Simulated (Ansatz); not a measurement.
# Counterpoise correction, worked out

The pair of HCN (SMILES C#N, atoms 1–3) and AsH₃ (SMILES [AsH3], atoms 4–7), both closed shells, in one local arrangement (a lower one may exist), relaxed at PBE0-D4/def2-TZVP:

```json
{"atom": "C1", "x (Å)": "-0.2130", "y (Å)": "0.1689", "z (Å)": "-2.6118"}
{"atom": "N2", "x (Å)": "-0.3337", "y (Å)": "0.9529", "z (Å)": "-1.7853"}
{"atom": "H3", "x (Å)": "-0.1004", "y (Å)": "-0.5628", "z (Å)": "-3.3827"}
{"atom": "As4", "x (Å)": "0.1885", "y (Å)": "0.2917", "z (Å)": "2.4077"}
{"atom": "H5", "x (Å)": "1.3412", "y (Å)": "-0.6340", "z (Å)": "2.0444"}
{"atom": "H6", "x (Å)": "-0.8114", "y (Å)": "-0.8557", "z (Å)": "2.3762"}
{"atom": "H7", "x (Å)": "-0.0711", "y (Å)": "0.6390", "z (Å)": "0.9514"}
```

Ansatz 0.2.0; basis: def2-TZVPPD; cores frozen in the correlated methods. Filled d shells of the heavier atoms are correlated. The def2 sets are not built for correlating such inner shells, so the correlated values are less sure here.

CCSD(T) total energies in eV:

| system | geometry | basis functions | energy |
| --- | --- | --- | --- |
| pair | pair | all | -63389.70001 |
| HCN | as in the pair | all (partner as ghosts) | -2538.24836 |
| AsH₃ | as in the pair | all (partner as ghosts) | -60851.42734 |
| HCN | as in the pair | its own | -2538.24328 |
| AsH₃ | as in the pair | its own | -60851.41456 |
| HCN | free (PBE0-D4 minimum) | its own | -2538.24350 |
| AsH₃ | free (PBE0-D4 minimum) | its own | -60851.41432 |

(1) Work out the interaction energy with and without the counterpoise correction, the superposition error, and the binding energy from the relaxed fragments.

No T1 diagnostic of these runs exceeds 0.015.

Results:

(1) Without correction: -63389.70001 − (-2538.24328) − (-60851.41456) = -0.04217 eV.
With correction (each fragment in the whole basis): -63389.70001 − (-2538.24836) − (-60851.42734) = -0.02431 eV = -0.56 kcal/mol.
The superposition error is the difference, 0.01786 eV, 42 % of the uncorrected value: each fragment borrows its partner's functions.
Deformation from the free shapes: 0.00022 eV for HCN and -0.00024 eV for AsH₃ (a small negative value is possible, since the free shapes are minima of another method).
Binding energy from relaxed fragments: -0.02431 + 0.00022 + (-0.00024) = -0.02433 eV = -0.56 kcal/mol (electronic, without zero-point energy; negative means bound). For comparison, the corrected interaction energy by CCSD(T) at an estimated basis limit (MP2 extrapolated from triple and quadruple zeta, plus CCSD(T) − MP2 in triple zeta) is -0.030 eV; triple zeta with the correction binds less.

For scale, one of the runs: CCSD(T)/def2-TZVPPD, 196 basis functions, launched by `ansatz run in.yaml --threads 4 --pin off --events-out ev --progress --plain --max-ram 9574MiB`. Hardware: 4 CPU threads of an Intel Xeon 6975P-C, shared host. Wall time 17 s; peak host memory 2.4 GiB.
